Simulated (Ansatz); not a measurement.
C₂H₉NSi⁺, that is SiH3(NHEt) with one electron fewer. Charge 1, multiplicity 2. Geometry PBE-D4/def2-SVP, that of the neutral singlet; atoms count from 1.

```xyz
13

Si    0.744   -0.450   -1.747
H     1.624    0.289   -2.718
H     1.553   -1.605   -1.190
H    -0.439   -1.060   -2.453
N     0.154    0.727   -0.602
C    -0.835    0.442    0.430
C    -0.265   -0.121    1.737
H     0.796    1.484   -0.351
H    -1.418    1.366    0.649
H    -1.572   -0.277    0.007
H     0.272   -1.076    1.562
H    -1.068   -0.310    2.480
H     0.455    0.589    2.195
```

(1) Estimate the Mulliken populations from the PBE0/def2-TZVP orbitals of Ansatz.

(2) Where does the spin sit?

(3) And the Mayer bond orders between heavy atoms (over 0.3)?

## Answers

(1) 
```csv
atom,charge (e),spin (α − β)
Si1,0.17,-0.04
H2,0.08,0.01
H3,0.10,0.11
H4,0.08,0.03
N5,-0.11,0.79
C6,-0.17,-0.03
C7,-0.38,0.09
H8,0.30,-0.02
H9,0.21,0.04
H10,0.18,0.00
H11,0.17,0.00
H12,0.20,0.01
H13,0.17,0.00
```
Mulliken values depend strongly on the basis.

(2) Summed by element: Si -0.04, H 0.18, N 0.79, C 0.07, of 1 unpaired in all. Largest on single atoms: N5 0.79, H3 0.11, C7 0.09.

(3) Si1–N5 0.97 (1.75 Å); N5–C6 0.99 (1.46 Å); C6–C7 0.96 (1.53 Å).
